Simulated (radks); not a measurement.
Results of a calculation; reference values are marked as such.
Species: Hg III. Configuration: [Xe] 4f13 5d10 6p1 (not the ground configuration).

Code: a radial shooting solver on a logarithmic mesh with Libxc functionals. Model: scalar-relativistic Kohn-Sham, BLYP, spin-polarised, spherical densities, finite nucleus; open shells are filled with parallel spins first (spin-orbit coupling, left out, can overturn this in heavy ions); Fermi nuclear charge, rms radius 5.4648 fm.

Energy parts (hartree):
part                       energy
total                 -19613.9573
kinetic                22006.0302
electron-nucleus      -48750.5614
Hartree                 7500.2277
exchange-correlation    -369.6537

Orbitals (lengths in bohr, moments of r in powers of bohr; r(max) is where P^2 peaks; r(90%) holds 90 % of the orbital's charge):
| orbital | occ. | eigenvalue (hartree) | r(max) | r(90%) | <r^4> | <r> |
|---|---|---|---|---|---|---|
| 1s up | 1 | -3056.875 | 0.01023 | 0.0304 | 3.995e-07 | 0.01659 |
| 1s down | 1 | -3056.874 | 0.01023 | 0.0304 | 3.995e-07 | 0.01659 |
| 2s up | 1 | -543.0233 | 0.05916 | 0.109 | 0.00005826 | 0.06994 |
| 2s down | 1 | -543.0220 | 0.05916 | 0.109 | 0.00005826 | 0.06994 |
| 2p up | 3 | -468.6419 | 0.04906 | 0.103 | 0.00004760 | 0.06328 |
| 2p down | 3 | -468.6407 | 0.04906 | 0.103 | 0.00004760 | 0.06328 |
| 3s up | 1 | -130.0475 | 0.1668 | 0.265 | 0.002101 | 0.1807 |
| 3s down | 1 | -130.0177 | 0.1668 | 0.265 | 0.002100 | 0.1807 |
| 3p up | 3 | -108.5468 | 0.1664 | 0.272 | 0.002319 | 0.1822 |
| 3p down | 3 | -108.5165 | 0.1664 | 0.272 | 0.002318 | 0.1821 |
| 3d up | 5 | -85.86711 | 0.1355 | 0.256 | 0.001782 | 0.1651 |
| 3d down | 5 | -85.84375 | 0.1355 | 0.256 | 0.001780 | 0.1650 |
| 4s up | 1 | -29.69378 | 0.3753 | 0.571 | 0.04617 | 0.3984 |
| 4s down | 1 | -29.64370 | 0.3753 | 0.571 | 0.04620 | 0.3984 |
| 4p up | 3 | -22.61799 | 0.3951 | 0.614 | 0.06152 | 0.4240 |
| 4p down | 3 | -22.57007 | 0.3952 | 0.614 | 0.06159 | 0.4241 |
| 4d up | 5 | -14.21693 | 0.4016 | 0.664 | 0.08323 | 0.4463 |
| 4d down | 5 | -14.17039 | 0.4017 | 0.665 | 0.08342 | 0.4465 |
| 5s up | 1 | -5.41880 | 0.8195 | 1.27 | 1.131 | 0.8887 |
| 5s down | 1 | -5.40203 | 0.8203 | 1.27 | 1.135 | 0.8898 |
| 4f up | 7 | -4.91214 | 0.3636 | 0.753 | 0.1428 | 0.4735 |
| 4f down | 6 | -4.86483 | 0.3638 | 0.755 | 0.1442 | 0.4743 |
| 5p up | 3 | -3.46683 | 0.9152 | 1.47 | 2.040 | 1.017 |
| 5p down | 3 | -3.45473 | 0.9163 | 1.47 | 2.045 | 1.018 |
| 5d up | 5 | -1.27498 | 1.122 | 2.08 | 8.143 | 1.368 |
| 5d down | 5 | -1.26450 | 1.123 | 2.07 | 8.004 | 1.364 |
| 6p up | 1 | -0.63302 | 2.525 | 4.18 | 129.6 | 2.880 |
| 6p down | 0 | -0.60955 | 2.527 | 4.22 | 134.3 | 2.898 |

The highest occupied level is 6p up at -17.225 eV. Summed over all electrons, <r^2> = 47.84 bohr^2, which gives a Langevin (diamagnetic) susceptibility term of -37.9 x 10^-6 cm^3/mol. The spin density at the nucleus is 0.68 e/bohr^3 (1s -0.24, 2s -0.93, 3s -10.28, 4s 4.95, 5s 7.18). Spin moment in Bohr magnetons: 2. The electron density at the nucleus is 2.502e+06 e/bohr^3 (large components only). The density falls to 0.001 e/bohr^3 at r = 3.96 bohr.
